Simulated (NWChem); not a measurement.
System: CH4BClS; SMILES CSBCl

The following NWChem deck was run.

```
start job
memory heap 200 mb stack 900 mb global 1100 mb
geometry units angstroms
  B     -0.561595    -0.437277     0.000000
  Cl     0.063386    -2.084818     0.000000
  H     -1.760021    -0.251183     0.000000
  S      0.595715     0.918653     0.000000
  C     -0.514485     2.379899     0.000000
  H     -1.148291     2.389243    -0.905719
  H      0.133282     3.275938     0.000000
  H     -1.148291     2.389243     0.905719
end
basis spherical
  B library 6-31g*
  Cl library 6-31g*
  H library 6-31g*
  S library 6-31g*
  C library 6-31g*
end
dft
  xc hfexch
  iterations 150
end
driver
  maxiter 120
end
task dft optimize
task dft freq
```

The level has its own optimisation; frequencies are unscaled.

Problem. Predict the main results of this run. (Hartree-Fock/6-31G* (spherical d).) Quantities: r B–Cl (Å); r B–H (Å); r B–S (Å); r C–S (Å); highest harmonic frequency (cm⁻¹); lowest (cm⁻¹); zero-point energy (kcal/mol); dipole (D).

Solution. 
- r B–Cl (Å) = 1.762
- r B–H (Å) = 1.181
- r B–S (Å) = 1.785
- r C–S (Å) = 1.824
- highest harmonic frequency (cm⁻¹) = 3338
- lowest (cm⁻¹) = 61
- zero-point energy (kcal/mol) = 35.6
- dipole (D) = 2.93
